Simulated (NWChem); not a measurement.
Program: NWChem. System: O2Ti, charge 0, spin multiplicity 1, at a geometry optimised with B3LYP/def2-SVP. The structure started from a generated list of species. Level: constrained PBE/def2-SVP.

Job file:

```
start mol
memory heap 200 mb stack 900 mb global 1100 mb
geometry units angstroms nocenter noautoz noautosym
  Ti     0.000000     0.000000    -0.391185
  O     -1.335396     0.000000     0.537879
  O      1.335396     0.000000     0.537879
end
basis spherical
  * library def2-svp
end
dft
  xc xpbe96 cpbe96
  semidirect memsize 60000000 filesize 0
  iterations 100
  convergence nolevelshifting
  cdft 2 2 charge -0.6 pop lowdin
end
task dft energy
```

NWChem printed:

```
             Northwest Computational Chemistry Package (NWChem) 7.3.0
             --------------------------------------------------------

                                NWChem Input Module
                                -------------------

 Scaling coordinates for geometry "geometry" by  1.889725989
 (inverse scale =  0.529177249)

                             Geometry "geometry" -> ""
                             -------------------------

 Output coordinates in angstroms (scale by  1.889725989 to convert to a.u.)

  No.       Tag          Charge          X              Y              Z
 ---- ---------------- ---------- -------------- -------------- --------------
    1 Ti                  22.0000     0.00000000     0.00000000    -0.39118500
    2 O                    8.0000    -1.33539600     0.00000000     0.53787900
    3 O                    8.0000     1.33539600     0.00000000     0.53787900

 Effective nuclear repulsion energy (a.u.)     127.1825138414

            Nuclear Dipole moment (a.u.)
            ----------------------------
        X                 Y               Z
 ---------------- ---------------- ----------------
     0.0000000000     0.0000000000    -0.0000113384


 Summary of "ao basis" -> "" (spherical)
 ------------------------------------------------------------------------------
       Tag                 Description            Shells   Functions and Types
 ---------------- ------------------------------  ------  ---------------------
 *                          def2-svp                  on all atoms

  pbe96 is a nonlocal functional; adding pw91lda local functional.

                                 NWChem DFT Module
                                 -----------------

 Summary of "ao basis" -> "ao basis" (spherical)
 ------------------------------------------------------------------------------
       Tag                 Description            Shells   Functions and Types
 ---------------- ------------------------------  ------  ---------------------
 Ti                         def2-svp                11       31   5s3p2d1f
 O                          def2-svp                 6       14   3s2p1d

 Summary of "ao basis" -> "ao basis" (spherical)
 ------------------------------------------------------------------------------
       Tag                 Description            Shells   Functions and Types
 ---------------- ------------------------------  ------  ---------------------
 Ti                         def2-svp                11       31   5s3p2d1f
 O                          def2-svp                 6       14   3s2p1d

            General Information
            -------------------
          SCF calculation type: DFT
          Wavefunction type:  closed shell.
          No. of atoms     :     3
          No. of electrons :    38
           Alpha electrons :    19
            Beta electrons :    19
          Charge           :     0
          Spin multiplicity:     1
          Use of symmetry is: off; symmetry adaption is: off
          Maximum number of iterations: 100
          AO basis - number of functions:    59
                     number of shells:    23
          Convergence on energy requested:  1.00D-06
          Convergence on density requested:  1.00D-05
          Convergence on gradient requested:  5.00D-04

              XC Information
              --------------
          PerdewBurkeErnzerhof Exchange Functional  1.000
            Perdew 1991 LDA Correlation Functional  1.000 local
[...]
      One electron energy =    -1626.181281083026
           Coulomb energy =      558.681606290573
    Exchange-Corr. energy =      -59.023530984635
 Nuclear repulsion energy =      127.182513841393

 Numeric. integr. density =       37.999995480394

     Total iterative time =      3.7s

                       DFT Final Molecular Orbital Analysis
                       ------------------------------------

 Vector   17  Occ=2.000000D+00  E=-2.869438D-01
              MO Center=  9.6D-01,  1.7D-11,  3.5D-01, r^2= 1.2D+00
   Bfn.  Coefficient  Atom+Function         Bfn.  Coefficient  Atom+Function
  ----- ------------  ---------------      ----- ------------  ---------------
    50      0.541921  3 O  py                53      0.363137  3 O  py
    16      0.227641  1 Ti d -1              15      0.210279  1 Ti d -2
    10     -0.121837  1 Ti py                20      0.119677  1 Ti d -2
    13      0.114968  1 Ti py                36      0.110904  2 O  py
    21      0.107360  1 Ti d -1              39      0.092356  2 O  py

 Vector   18  Occ=2.000000D+00  E=-2.789926D-01
              MO Center=  7.6D-01, -9.5D-10,  3.6D-01, r^2= 1.8D+00
   Bfn.  Coefficient  Atom+Function         Bfn.  Coefficient  Atom+Function
  ----- ------------  ---------------      ----- ------------  ---------------
    49      0.524227  3 O  px                52      0.355995  3 O  px
    19     -0.223887  1 Ti d  2               3      0.221311  1 Ti s
    35     -0.221350  2 O  px                38     -0.203139  2 O  px
    18      0.190867  1 Ti d  1              17     -0.176242  1 Ti d  0
    11      0.161840  1 Ti pz                 4     -0.103724  1 Ti s

 Vector   19  Occ=2.000000D+00  E=-2.477047D-01
              MO Center=  4.4D-01,  1.9D-10,  5.0D-01, r^2= 2.2D+00
   Bfn.  Coefficient  Atom+Function         Bfn.  Coefficient  Atom+Function
  ----- ------------  ---------------      ----- ------------  ---------------
    51      0.511592  3 O  pz                54      0.356768  3 O  pz
    37     -0.352008  2 O  pz                40     -0.311465  2 O  pz
     9      0.212363  1 Ti px                12     -0.097323  1 Ti px
    17      0.081269  1 Ti d  0              49     -0.080274  3 O  px
    19     -0.077220  1 Ti d  2               6     -0.065101  1 Ti px

 Vector   20  Occ=0.000000D+00  E=-1.406629D-01
              MO Center=  4.7D-02,  3.8D-09, -7.4D-01, r^2= 2.6D+00
   Bfn.  Coefficient  Atom+Function         Bfn.  Coefficient  Atom+Function
  ----- ------------  ---------------      ----- ------------  ---------------
     4      0.674406  1 Ti s                 19     -0.439800  1 Ti d  2
     3     -0.426664  1 Ti s                 14     -0.307968  1 Ti pz
    24     -0.265467  1 Ti d  2              17     -0.150833  1 Ti d  0
    38      0.115438  2 O  px                 2      0.085505  1 Ti s
     5      0.082895  1 Ti s                 52     -0.082490  3 O  px

 Vector   21  Occ=0.000000D+00  E=-1.257610D-01
              MO Center=  4.9D-03, -2.5D-09, -4.8D-01, r^2= 1.3D+00
   Bfn.  Coefficient  Atom+Function         Bfn.  Coefficient  Atom+Function
  ----- ------------  ---------------      ----- ------------  ---------------
    16      0.715236  1 Ti d -1              21      0.348805  1 Ti d -1
    13     -0.316883  1 Ti py                10      0.162658  1 Ti py
    36     -0.148079  2 O  py                39     -0.143992  2 O  py
    50     -0.129425  3 O  py                53     -0.100091  3 O  py
    15     -0.074691  1 Ti d -2               7     -0.049013  1 Ti py

 Vector   22  Occ=0.000000D+00  E=-1.175174D-01
              MO Center=  3.8D-02,  1.4D-09, -7.6D-01, r^2= 1.9D+00
   Bfn.  Coefficient  Atom+Function         Bfn.  Coefficient  Atom+Function
  ----- ------------  ---------------      ----- ------------  ---------------
    17      0.598928  1 Ti d  0              14     -0.428083  1 Ti pz
    22      0.305968  1 Ti d  0              11      0.247119  1 Ti pz
    19      0.181577  1 Ti d  2               4      0.169644  1 Ti s
     5      0.160346  1 Ti s                 38     -0.156065  2 O  px
    35     -0.150152  2 O  px                49      0.142270  3 O  px

     ---------------------------------------------
      Total Density - Mulliken Population Analysis
     ---------------------------------------------

    Atom       Charge   Shell Charges
 -----------   ------   -------------------------------------------------------
    1 Ti  22    20.51   2.00  2.00  1.99  0.03  0.00  6.00  5.99  0.17  1.64  0.64  0.04
    2 O    8     9.11   1.99  1.07  1.07  2.82  2.15  0.01
    3 O    8     8.38   1.99  1.12  0.80  2.74  1.72  0.01

     -------------------------------------------
      Total Density - Lowdin Population Analysis
     -------------------------------------------

    Atom       Charge   Shell Charges
 -----------   ------   -------------------------------------------------------
    1 Ti  22    21.27   2.00  2.00  1.85  0.19  0.04  5.99  5.75  0.60  1.53  1.19  0.14
    2 O    8     8.60   1.98  0.97  0.76  2.73  2.15  0.02
    3 O    8     8.13   1.98  0.97  0.71  2.61  1.85  0.02

 center of mass
 --------------
 x =   0.00000000 y =   0.00000000 z =  -0.01860964

 moments of inertia (a.u.)
 ------------------
          58.132512078177           0.000000000000           0.000000000000
           0.000000000000         261.850608787766           0.000000000000
           0.000000000000           0.000000000000         203.718096709589

     Multipole analysis of the density
     ---------------------------------

     L   x y z        total         alpha         beta         nuclear
     -   - - -        -----         -----         ----         -------
     0   0 0 0     -0.000000    -19.000000    -19.000000     38.000000

     1   1 0 0      0.917645      0.458822      0.458822      0.000000
     1   0 1 0      0.000000      0.000000      0.000000      0.000000
     1   0 0 1     -2.886647     -1.443318     -1.443318     -0.000011

     2   2 0 0    -26.378499    -64.134981    -64.134981    101.891463
     2   1 1 0     -0.000000     -0.000000     -0.000000      0.000000
     2   1 0 1      1.245732      0.622866      0.622866      0.000000
     2   0 2 0    -15.530881     -7.765441     -7.765441      0.000000
     2   0 1 1      0.000000      0.000000      0.000000      0.000000
     2   0 0 2    -16.222129    -22.387442    -22.387442     28.552754

 Task  times  cpu:        4.6s     wall:        4.6s

 Total times  cpu:        4.6s     wall:        4.6s
```
